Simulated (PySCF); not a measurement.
# Low-lying terms of Te⁶⁺ (tellurium, charge +6)

Ground state [Kr] 4d10, ¹S. All numbers are calculated (PySCF 2.14, a scalar-relativistic core potential, in aug-cc-pVDZ-PP with two added diffuse shells each of s, p, d type with ECP28MDF (7s6p5d, 50 functions)). Vertical excitation energies in eV without spin-orbit coupling; excited terms of each kind are numbered among those the solver found. Frozen: 4s2 4p6.

```json
{"term": "1 3D", "leading excitation": "4d → s", "EOM-EE-CCSD": "40.147"}
{"term": "1 1D", "leading excitation": "4d → s", "EOM-EE-CCSD": "40.978"}
{"term": "1 3P°", "leading excitation": "4d → p", "EOM-EE-CCSD": "53.185"}
{"term": "1 3F°", "leading excitation": "4d → p", "EOM-EE-CCSD": "53.835"}
{"term": "1 1F°", "leading excitation": "4d → p", "EOM-EE-CCSD": "54.279"}
{"term": "1 1P°", "leading excitation": "4d → p", "EOM-EE-CCSD": "54.946"}
{"term": "1 1D°", "leading excitation": "4d → p", "EOM-EE-CCSD": "54.957"}
{"term": "1 3D°", "leading excitation": "4d → p", "EOM-EE-CCSD": "54.963"}
{"term": "1 3G", "leading excitation": "4d → d", "EOM-EE-CCSD": "73.238"}
{"term": "1 3F", "leading excitation": "4d → d", "EOM-EE-CCSD": "73.243"}
{"term": "1 1P", "leading excitation": "4d → d", "EOM-EE-CCSD": "73.286"}
{"term": "1 1G", "leading excitation": "4d → d", "EOM-EE-CCSD": "73.378"}
{"term": "2 3D", "leading excitation": "4d → d", "EOM-EE-CCSD": "73.528"}
```

The spin-orbit splitting of the hole, absent here, rivals or exceeds the spacing of these terms, so the LS terms are model states.

The solver can miss terms.
